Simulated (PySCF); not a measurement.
Radial density of P⁺ (phosphorus, charge +1)

TPSS, [Ne] 3s2 3p2, high-spin 3P determinant. Calculation: PySCF 2.14, in def2-TZVP (5s5p2d1f, 37 functions); the non-relativistic Hamiltonian (point nucleus).

```tsv
r (bohr)	4πr²ρ (e/bohr)	4πr²(ρα − ρβ)
0.00198	0.1012	0.0000
0.00333	0.2760	0.0000
0.00560	0.7271	0.0001
0.00941	1.838	0.0002
0.0158	4.287	0.0004
0.0266	8.801	0.0013
0.0448	14.54	0.0048
0.0753	17.00	0.0207
0.127	12.86	0.0779
0.213	11.43	0.1885
0.359	15.99	0.1914
0.603	9.755	-0.0022
1.01	2.466	0.3845
1.71	2.389	1.0956
2.87	0.7808	0.4733
4.83	0.03406	0.0255
8.12	6.418e-05	0.0001
```

Problem. Where is the radial spin density 4πr²(ρα − ρβ) most negative, and why is it negative at all?

Solution. Around r = 0.603 bohr, down to -0.0022 e/bohr: exchange with the open shell polarises the paired shells in an unrestricted calculation.
